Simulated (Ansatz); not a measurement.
`C[Se][AlH2]` + `[AsH3]` → `C[Se][AsH2]` + `[AlH3]` at 298.15 K and 1 bar (ligand exchange at the Se–Al bond).

Isolated molecules relaxed with PBE0-D4/def2-TZVP in Ansatz; ΔE leaves out vibrations. CCSD(T)/CBS is the MP2 limit (def2-TZVPP, def2-QZVPP) plus CCSD(T) − MP2 in def2-TZVPP, frozen cores. This one scheme is used for every species. For As, Se outer-core shells are correlated without core-valence functions, which leaves a few kJ/mol of doubt a bond. Scalar relativity is left out up to krypton.

```json
{"species": "`C[Se][AlH2]`", "CCSD(T)/CBS energy (Eh)": "-2683.80327", "H − E (kJ/mol)": "153.5", "S (J/(mol·K))": "324.5"}
{"species": "`[AsH3]`", "CCSD(T)/CBS energy (Eh)": "-2236.79077", "H − E (kJ/mol)": "67.8", "S (J/(mol·K))": "222.9"}
{"species": "`C[Se][AsH2]`", "CCSD(T)/CBS energy (Eh)": "-4676.77761", "H − E (kJ/mol)": "158.9", "S (J/(mol·K))": "338.7"}
{"species": "`[AlH3]`", "CCSD(T)/CBS energy (Eh)": "-243.78045", "H − E (kJ/mol)": "58.9", "S (J/(mol·K))": "207.5"}
```

H − E and S are ideal-gas, rigid-rotor, harmonic terms from PBE0-D4/def2-TZVP. 1 Eh = 2625.50 kJ/mol, R = 8.31446 J/(mol·K).

Q: By hand: ΔE, ΔH, ΔS and ΔG.

A: ΔE = (-4676.77761) + (-243.78045) − (-2683.80327) − (-2236.79077) = 0.03598 Eh = 94.5 kJ/mol. Δ(H − E) = 158.9 + 58.9 − 153.5 − 67.8 = -3.5, so ΔH = 91.0 kJ/mol. ΔS = 338.7 + 207.5 − 324.5 − 222.9 = -1.2 J/(mol·K). ΔG = 91.0 − 298.15 × (-1.2)/1000 = 91.4 kJ/mol.

Q: By hand: the equilibrium constant, and the temperature at which ΔG would vanish if ΔH and ΔS stayed fixed.

A: log₁₀ K = −ΔG/(RT ln 10) = -16.0. ΔH and −TΔS have one sign here, so there is no such temperature.

The number of gas molecules stays the same, so ΔS is small and ΔH decides. A doubt of 5 kJ/mol in ΔE shifts log₁₀ K by 0.9 here. These are equilibria of isolated gas molecules and say nothing of rates. Largest T1 diagnostic: 0.011 (customary marks: 0.02 for closed shells, 0.045 for open ones).

ΔS is within the doubt of such terms, so its sign, and with it that verdict, could turn.
